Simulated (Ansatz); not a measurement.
Results of the Gaussian-basis code of Ansatz.

A structure relaxed at PBE0-D4/def2-TZVP, charge 0, multiplicity 1:

Cartesian coordinates in Å:
```
C -0.2412 -0.0592 1.2044
Sn 0.1939 0.0231 -0.8547
F 1.9893 0.5671 -1.1716
F 0.1101 -1.6990 -1.6593
Cl -1.1196 1.3906 -2.1467
H 0.4560 -0.7539 1.6702
H -0.1234 0.9374 1.6262
H -1.2651 -0.4061 1.3315
```

Problem. Give its formula and SMILES.

Solution. CH3ClF2Sn, `[CH3][Sn]([F])([F])[Cl]`.

Problem. Point group (tolerance 0.08 Å, 0.16 Å for H)?

Solution. Cs.

Problem. Summarise the bond lengths by kind.

Solution. 1 × C–Sn 2.106 Å; 3 × C–H 1.089 Å; 2 × F–Sn 1.903 Å; 1 × Cl–Sn 2.294 Å.
